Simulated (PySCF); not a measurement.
# YO(OH) at several levels of theory

Computed with PySCF 2.14.0 (density fitting, no spin-orbit coupling) at the geometry relaxed with PBE0:

```xyz
4
YO(OH) (singlet)
Y     0.0163   -0.0465   -0.4739
O     1.3195    0.0311    0.7993
O    -1.8984    0.0251    0.2450
H    -2.3749    0.0779    1.0756
```

```
    level                                             basis    state  HOMO (eV)  gap (eV)  charge on Y1 (e)  dipole about the centre of mass (D)  largest force component (eV/Å)
     PBE0     Y def2-SVP with ECP28, O def2-SVP, H def2-SVP  singlet      -6.26      4.21              0.74                                 6.18                            0.02
CAM-B3LYP                                          the same  singlet      -7.60      6.11              0.72                                 6.36                            0.09
     PBE0  Y def2-TZVP with ECP28, O def2-TZVP, H def2-TZVP  singlet      -6.33      4.24              1.17                                 6.38                            0.24
```

Charges are Mulliken's, which hang on the basis. The relaxation used the grid (50, 194), these runs (75, 302) or, all-electron (x2c bases, spin-free X2C Hamiltonian), (99, 590).

**Question.** What does BP86 with Y def2-SVP with ECP28, O def2-SVP, H def2-SVP give here?

**Answer.** state singlet, HOMO (eV) -4.94, gap (eV) 2.43, charge on Y1 (e) 0.60, dipole about the centre of mass (D) 5.62, largest force component (eV/Å) 0.73. Time: 1.7 s on 2 threads of Arm Neoverse V1 (shared host), from an already converged density.

In the first row's basis the gap widens with exact exchange: 2.4 eV for BP86 (none); 4.2 eV for PBE0 (a fixed share); 6.1 eV for CAM-B3LYP (rising or full at long range).
